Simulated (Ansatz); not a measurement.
Born–Oppenheimer molecular dynamics of BrClH6N2OZr (12 atoms, charge 0, multiplicity 1). It starts at the highest image of a converged band, a first-order saddle point between two minima.

All numbers below come from Ansatz, RHF/def2-SVP.

| Quantity | Value |
| --- | --- |
| ensemble | NVE (velocity Verlet) |
| time step | 0.5 fs |
| steps asked | 200 |
| starting velocities drawn for | 100 K |
| seed | 7788 |

First frame:

```xyz
12
Properties=species:S:1:pos:R:3
Zr -0.366 -0.112 0.008
Cl 0.091 0.082 2.654
O 1.496 -0.244 -0.389
H 2.433 -0.307 -0.431
N -0.903 1.658 -0.830
H -1.839 1.965 -1.030
H -0.255 2.334 -1.197
N -1.113 -1.768 -0.907
H -2.075 -2.056 -0.925
H -0.576 -2.389 -1.487
Br -2.903 -0.131 1.590
H -1.449 0.013 2.482
```

(1) How far do the bonds stretch over the last three quarters of this one trajectory? (Pairs bonded in most of those frames.)

## Answers

(1) 
```json
{"bond": "Zr1–Cl2", "mean (Å)": "2.461", "spread (Å)": "0.083", "shortest": "2.36", "longest": "2.63"}
{"bond": "Zr1–O3", "mean (Å)": "1.915", "spread (Å)": "0.006", "shortest": "1.90", "longest": "1.93"}
{"bond": "Zr1–N5", "mean (Å)": "2.037", "spread (Å)": "0.017", "shortest": "2.01", "longest": "2.06"}
{"bond": "Zr1–N8", "mean (Å)": "2.053", "spread (Å)": "0.008", "shortest": "2.04", "longest": "2.06"}
{"bond": "Zr1–Br11", "mean (Å)": "3.406", "spread (Å)": "0.220", "shortest": "3.09", "longest": "3.83"}
{"bond": "O3–H4", "mean (Å)": "0.941", "spread (Å)": "0.000", "shortest": "0.94", "longest": "0.94"}
{"bond": "N5–H6", "mean (Å)": "1.005", "spread (Å)": "0.004", "shortest": "1.00", "longest": "1.01"}
{"bond": "N5–H7", "mean (Å)": "1.007", "spread (Å)": "0.006", "shortest": "1.00", "longest": "1.02"}
{"bond": "N8–H9", "mean (Å)": "1.005", "spread (Å)": "0.007", "shortest": "0.99", "longest": "1.02"}
{"bond": "N8–H10", "mean (Å)": "1.008", "spread (Å)": "0.006", "shortest": "1.00", "longest": "1.02"}
{"bond": "Br11–H12", "mean (Å)": "1.423", "spread (Å)": "0.060", "shortest": "1.33", "longest": "1.52"}
```

Mean temperature of the second half: 455 K. The conserved energy stayed within 0.1 meV per atom of its start (net change -0.079 meV per atom), so the integration is sound. The kinetic energy rose, since the run started high on the potential surface and went downhill. It ends in pieces (BrH + ClH5N2OZr), so much of that is their flight and rotation, not heat. A run of 0.1 ps of so small a system gives no equilibrium averages. The orbitals stay closed-shell, which can raise the energy where a bond breaks towards radicals; this wasn't checked here.

The run took 7.2 min on 4 threads of Arm Neoverse V2 (shared host), peak memory 0.5 GiB.
